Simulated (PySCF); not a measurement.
C₆H₈GeS, SMILES [GeH3]/[CH]=C\c1cccs1, singlet (GFN2-xTB optimised geometry):

```
16

Ge    -2.518    -0.273    -0.015
C     -1.277    -1.766    -0.005
C      0.060    -1.741     0.000
C      0.907    -0.587     0.000
C      2.281    -0.587     0.000
C      2.838     0.703     0.000
C      1.890     1.678     0.000
S      0.298     1.037     0.000
H     -3.896    -0.862    -0.022
H     -2.413     0.596     1.195
H     -2.398     0.592    -1.226
H     -1.749    -2.741    -0.004
H      0.611    -2.678     0.004
H      2.866    -1.490     0.000
H      3.896     0.899     0.000
H      2.027     2.741     0.001
```

Computed with PBE/def2-TZVP in PySCF.

Problem. What are the frontier orbital energies and the dipole moment?

Solution. HOMO-2 -7.49 eV, HOMO-1 -6.35 eV, HOMO -5.46 eV, LUMO -2.18 eV, LUMO+1 -0.72 eV; dipole moment 1.41 D.

On the same geometry PBE0/def2-TZVP run with PySCF gives HOMO-2 -8.70 eV, HOMO-1 -7.40 eV, HOMO -6.37 eV, LUMO -1.40 eV, LUMO+1 0.24 eV; dipole moment 1.45 D.

Meta-Löwdin charges at PBE/def2-TZVP: Ge1 0.28, C2 -0.33, C3 -0.10, C4 -0.12, C5 -0.15, C6 -0.15, C7 -0.26, S8 0.30, H9 -0.06, H10 -0.04, H11 -0.04, H12 0.13, H13 0.13, H14 0.13, H15 0.13, H16 0.15.
